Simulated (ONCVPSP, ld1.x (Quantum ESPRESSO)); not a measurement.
# Potentials for platinum compared

Generated with ld1.x 7.5 (TM, RRKJ, ultrasoft, PAW), atompaw 4.2 or ONCVPSP 4.0.1. The cutoff is in Ry: for ld1.x and atompaw files where the sum of valence levels is converged to 10 mRy in a Bessel basis, for ONCV files where the hardest occupied wave has 1 mHa per electron of residual kinetic energy. The error is the largest all-electron minus pseudo excitation energy over each file’s own four to seven test configurations (ionisations up to +4, promotions, holes and added fractions of an electron), all of which were solved. The labels leave out finer settings (local radius, basis sizes, second energies), which also bear on the numbers. Spin-polarised tests are not counted. The rows are a selection from randomly drawn settings: files with unsolved tests, undetermined cutoffs or missed reference levels are left out.

A true bound ghost makes a file unfit for plane-wave use even where its test errors are small: the radial tests pick states by their node count and pass the ghost by.

| potential | cutoff (Ry) | largest error (meV) | bound ghosts |
| --- | --- | --- | --- |
| ONCV, PW91, scalar-relativistic, rc 1.30/1.10/1.30/1.00 (spdf), local smoothed, core correction no, reference 4f13.5 5s2 5p6 5d9.5 6s1, qcut 7.6/6.2/6.7/17.8, projectors 2/3/2/2 | 311 | +34 | s, p |
| ONCV, revPBE, scalar-relativistic, rc 1.65/1.05/2.15 (spd), local smoothed, core correction yes, reference 5s2 5p6 5d8, qcut 6.6/8.2/8.4, projectors 2/3/2 | 126 | -9.6 | s, p |
| ONCV, PBE, scalar-relativistic, rc 1.60/1.90/1.95 (spd), local smoothed, core correction yes, reference 5s2 5p6 5d8, qcut 9/5.8/8.5, projectors 3/2/3 | 53 | -8.5 | none |
| ONCV, PBE, fully relativistic, rc 1.30/1.30/1.70 (spd), local smoothed, core correction yes, reference 5s2 5p6 5d9 6s1, qcut 7/7.5/10.5, projectors 3/2/3 | 82 | +1.8 | none |
| ONCV, PW91, scalar-relativistic, rc 1.60/1.55/1.85 (spd), local smoothed, core correction yes, reference 5s2 5p6 5d8, qcut 9.3/8.7/8.5, projectors 2/2/3 | 55 | -8.0 | none |

Problem. Fill in the row for Pt: TM, PBEsol, scalar-relativistic, rc 2.20/1.15/1.40 (spd), local s, core correction yes, reference 5p6 5d9 6s0 6p0.

Solution. cutoff 140 Ry, largest error -359 meV, bound ghosts: none.

Problem. Fill in the row for Pt: RRKJ, PBEsol, scalar-relativistic, rc 2.25/2.55/2.20 (spd), local s, core correction yes, reference 5d9 6s1 6p0.

Solution. cutoff 35 Ry, largest error -348 meV, bound ghosts: none.

Problem. Fill in the row for Pt: ONCV, PBE, scalar-relativistic, rc 1.30/1.75/2.20 (spd), local smoothed, core correction yes, reference 5s2 5p6 5d9 6s1, qcut 7.5/7.1/8.3, projectors 2/2/2.

Solution. cutoff 50 Ry, largest error -16 meV, bound ghosts: s.
